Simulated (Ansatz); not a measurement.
`C=[N][Ga]([OH])[Cl]`. Charge 0, multiplicity 1. The structure was optimised at the PBE0-D4/def2-TZVP level. It is one conformer, not always the lowest.

```xyz
8

C    -1.179    1.298    0.040
N    -1.164    0.164    0.595
Ga    0.311   -0.921    0.271
O     1.646   -0.349   -0.756
Cl    0.462   -2.873    1.112
H    -2.035    1.965    0.211
H    -0.397    1.704   -0.619
H     2.356   -0.988   -0.856
```

**Question.** What is the dipole moment at B3LYP/def2-TZVPP? (Best estimate.)

**Answer.** Computed: 1.84 D, with components (0.62, 1.38, -1.04) D in this frame, pointing from negative to positive charge.

**Question.** And with PBE, r2SCAN, ωB97M-V? (An estimate is asked.)

**Answer.** Ansatz gave: PBE 1.84 D, r2SCAN 1.89 D, ωB97M-V 1.83 D.

**Question.** Give the Mulliken charges with B3LYP, r2SCAN, PBE in def2-TZVPP. (Best estimate.)

**Answer.** Ansatz gave: 
```csv
atom,B3LYP,r2SCAN,PBE
C1,-0.09,0.04,-0.07
N2,-0.25,-0.32,-0.21
Ga3,0.62,0.63,0.51
O4,-0.40,-0.42,-0.36
Cl5,-0.27,-0.27,-0.25
H6,0.10,0.06,0.09
H7,0.11,0.08,0.10
H8,0.18,0.20,0.18
```

B3LYP here is the variant with VWN-RPA as its local correlation; programs differ in this.
